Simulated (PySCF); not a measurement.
## Pb(2+) (lead, charge +2) across methods

[Xe] 4f14 5d10 6s1 6p1, high-spin 3P determinant (an excited configuration). All numbers are calculated (PySCF 2.14, scalar relativity by spin-free X2C-1e, in x2c-QZVPPall (16s10p9d6f1g, 142 functions)).

| method | E (hartree) | mean ε 5d β (eV) | mean ε 6s α (eV) | mean ε 6p α (eV) | Σ⟨r²⟩ (bohr²) | ⟨S²⟩ |
| --- | --- | --- | --- | --- | --- | --- |
| r2SCAN | -20885.12 | -39.686 | -29.625 | -19.124 | 48.29 | 2.003 |
| PBE | -20885.15 | -39.128 | -29.157 | -18.783 | 48.50 | 2.001 |
| LDA | -20872.58 | -39.384 | -29.490 | -18.914 | 48.45 | 2.001 |
| PBE0 | -20884.87 | -41.455 | -30.430 | -19.849 | 48.40 | 2.001 |

(1) Estimate the same row for UHF.

Spin-orbit coupling, absent here, splits the open shell strongly.

Results:

(1) E (hartree) = -20879.14814; mean ε 5d β (eV) = -47.256; mean ε 6s α (eV) = -33.359; mean ε 6p α (eV) = -22.498; Σ⟨r²⟩ (bohr²) = 48.64; ⟨S²⟩ = 2.003.
